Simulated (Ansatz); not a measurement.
Calculated with Ansatz (gas phase, PBE0-D4/def2-TZVP geometries, no zero-point term in ΔE). CCSD(T)/CBS adds triple-zeta CCSD(T) − MP2 to the extrapolated MP2 energy (def2 sets, frozen cores). DFT in def2-TZVPP. For As outer-core shells are correlated without core-valence functions, which leaves a few kJ/mol of doubt a bond. Scalar relativity is left out up to krypton. One conformer a species, not always the lowest.

Consider the cleavage of the P–Si bond: `P[SiH]1CN1` + `O[AsH2]` → `PO[AsH2]` + `C1N[SiH2]1`.

`P[SiH]1CN1`:

Z-matrix (Å, degrees):
```
Si
C 1 1.830
N 1 1.724 2 49.7
P 1 2.235 2 125.1 3 102.3
H 1 1.484 2 117.0 3 -107.2
H 2 1.090 1 117.6 3 107.6
H 2 1.087 1 123.8 3 -101.2
H 3 1.009 1 125.3 2 -107.8
H 4 1.419 1 92.1 2 -43.5
H 4 1.422 1 93.1 2 -137.4
```

`O[AsH2]`:

Z-matrix (Å, degrees):
```
As
O 1 1.802
H 1 1.527 2 95.9
H 1 1.527 2 95.9 3 91.9
H 2 0.960 1 107.7 3 134.2
```

`PO[AsH2]`:

Cartesian coordinates in Å:
```
P 0.053 1.272 0.904
O -0.277 -0.127 0.096
As 0.820 -0.611 -1.260
H -0.061 0.779 2.237
H -1.267 1.809 0.939
H 1.046 -2.035 -0.750
H -0.314 -1.087 -2.166
```

`C1N[SiH2]1`:

Cartesian coordinates in Å:
```
C 0.127 -0.910 -0.212
N -1.028 -0.080 0.247
Si 0.447 0.810 0.322
H 0.323 -1.779 0.410
H 0.193 -1.124 -1.278
H -1.757 0.076 -0.433
H 0.775 1.808 -0.722
H 0.920 1.199 1.666
```

```tsv
level	ΔE (kJ/mol)
BHLYP-D4	31.5
CCSD/def2-SVP	40.6
```

Task: What does CCSD(T)/CBS give? (An estimate is asked.)

Result: Computed: +40.9 kJ/mol. The listed levels differ from it by -9.4, -0.3 kJ/mol.

Largest T1 diagnostic among the species: 0.014.

From BLYP to BHLYP (50 % exact exchange), in def2-TZVPP and without D4, ΔE moves by −4.7 kJ/mol. In def2-TZVPP, CCSD(T) changes the Hartree–Fock value by +21.1 kJ/mol (the triples alone add +2.9 kJ/mol) and MP2 by +21.5 kJ/mol.
